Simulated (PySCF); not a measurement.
Species: C5H14N2.
Z-matrix (Å and degrees, PBE0-D3(BJ)/def2-SVP geometry), rows numbered from 1:
```
C 
C   1  1.5188
N   2  1.4494  1  113.69
C   3  1.4427  2  112.91  1   -66.60
C   3  1.4496  2  113.31  1   164.06
C   5  1.5287  3  112.20  2  -155.53
N   6  1.4469  5  114.53  3    55.63
H   1  1.1001  2  112.57  3    68.87
H   1  1.1001  2  110.30  3  -171.51
H   1  1.1007  2  110.24  3   -51.80
H   2  1.1017  1  108.66  3   119.37
H   2  1.1156  1  109.51  3  -125.35
H   4  1.0989  3  110.84  2    57.93
H   4  1.0990  3  110.58  2   176.34
H   4  1.1141  3  112.72  2   -63.11
H   5  1.1153  3  112.20  2    79.74
H   5  1.1031  3  107.58  2   -36.85
H   6  1.1041  5  109.70  3   -66.88
H   6  1.1024  5  108.74  3   178.63
H   7  1.0195  6  109.37  5    66.25
H   7  1.0210  6  107.25  5   -47.06
```

All values: PBE0/pcSseg-1 and CAM-B3LYP/def2-SVPD (PySCF, non-relativistic), on one gas-phase PBE0-D3(BJ)/def2-SVP geometry that isn't relaxed in the solvent. The solvent is an IEF-PCM continuum (Bondi radii, 1.10 Å for H, scaled by 1.2). The model holds no explicit solvent molecules, cavitation or dispersion.

Gas phase at PBE0/pcSseg-1: HOMO -6.24 eV, LUMO 1.29 eV, dipole 1.95 D.

Task: What does the continuum do to the energy, the frontier levels and the dipole at PBE0/pcSseg-1 in chloroform and water?

Result: 
| solvent | ε | E(solvent) − E(gas) (kcal/mol) | polarisation term (kcal/mol) | distortion of the solute (kcal/mol) | HOMO (eV) | LUMO (eV) | dipole (D) |
| --- | --- | --- | --- | --- | --- | --- | --- |
| chloroform | 4.711 | -3.60 | -3.88 | 0.28 | -6.14 | 1.46 | 2.30 |
| water | 78.36 | -5.18 | -5.79 | 0.61 | -6.13 | 1.51 | 2.47 |

The polarisation term is half the interaction of the solute with the surface charges that it induces; the rest is the cost of distorting the solute's density. The sum is the electrostatic part of solvation alone. From chloroform to water the lowering changes by a factor 1.44, Onsager's factor (ε − 1)/(2ε + 1) by 1.38 and ε itself by 16.6.

Task: Which radius a makes the point-dipole formula ΔE = −[(ε − 1)/(2ε + 1)]·μ²/a³ give the value in water, with the gas-phase dipole?

Result: μ = 0.768 au and |ΔE| = 0.00826 Eh give a = 1.73 Å; the farthest nucleus lies 3.54 Å from the centroid of the nuclei, so such a sphere wouldn't even hold the nuclei. The formula assumes a rigid point dipole at the centre of a sphere.

Task: Which Mulliken charges (PBE0/pcSseg-1) respond most in chloroform (means over atoms taken as equivalent)?

Result: 
| atoms | environment | gas (e) | solvent (e) | change |
| --- | --- | --- | --- | --- |
| N7 | primary amine nitrogen | -0.441 | -0.482 | -0.041 |
| N3 | tertiary amine nitrogen | -0.616 | -0.626 | -0.010 |
| H20/H21 | N–H hydrogen | +0.166 | +0.176 | +0.010 |
| C1 | methyl carbon | -0.279 | -0.288 | -0.009 |
| H16/H17 | methylene hydrogen | +0.094 | +0.101 | +0.007 |
| C4 | N-methyl carbon | -0.101 | -0.108 | -0.007 |
| H18/H19 | methylene hydrogen | +0.118 | +0.122 | +0.004 |
| H11/H12 | methylene hydrogen | +0.100 | +0.104 | +0.004 |

Task: Which Mayer bond orders change most in chloroform?

Result: 
```csv
bond,length (Å),gas,solvent,change
C6–N7,1.447,1.049,1.038,-0.011
C5–C6,1.529,1.021,1.026,+0.005
C2–N3,1.449,0.965,0.962,-0.003
N3–C4,1.443,0.969,0.966,-0.003
N7–H20,1.019,0.958,0.955,-0.003
C5–H17,1.103,0.946,0.944,-0.002
N7–H21,1.021,0.951,0.949,-0.002
N3–C5,1.450,0.962,0.961,-0.001
```

Gas phase at CAM-B3LYP/def2-SVPD: HOMO -7.67 eV, LUMO 1.30 eV, dipole 2.01 D.

Task: What does the continuum do to the energy, the frontier levels and the dipole at CAM-B3LYP/def2-SVPD in chloroform and water?

Result: 
```tsv
solvent	ε	E(solvent) − E(gas) (kcal/mol)	polarisation term (kcal/mol)	distortion of the solute (kcal/mol)	HOMO (eV)	LUMO (eV)	dipole (D)
chloroform	4.711	-3.57	-3.97	0.40	-7.54	1.48	2.47
water	78.36	-5.21	-6.10	0.89	-7.52	1.53	2.71
```

Task: How does the static polarisability (CAM-B3LYP/def2-SVPD, frozen core, with the continuum's full static response) change?

Result: 
| medium | isotropic (au) | principal values (au) | ⟨r²⟩ of the electrons (bohr²) |
| --- | --- | --- | --- |
| gas | 81.7 | 75.8, 79.1, 90.4 | 1033.7 |
| chloroform | 100.8 | 95.7, 99.6, 107.2 | 1034.1 |
| water | 111.4 | 107.1, 112.4, 114.8 | 1034.2 |

The isotropic value in water is 1.36 times the gas-phase one; no cavity-field correction is applied. ⟨r²⟩ is taken about the centre of nuclear charge.
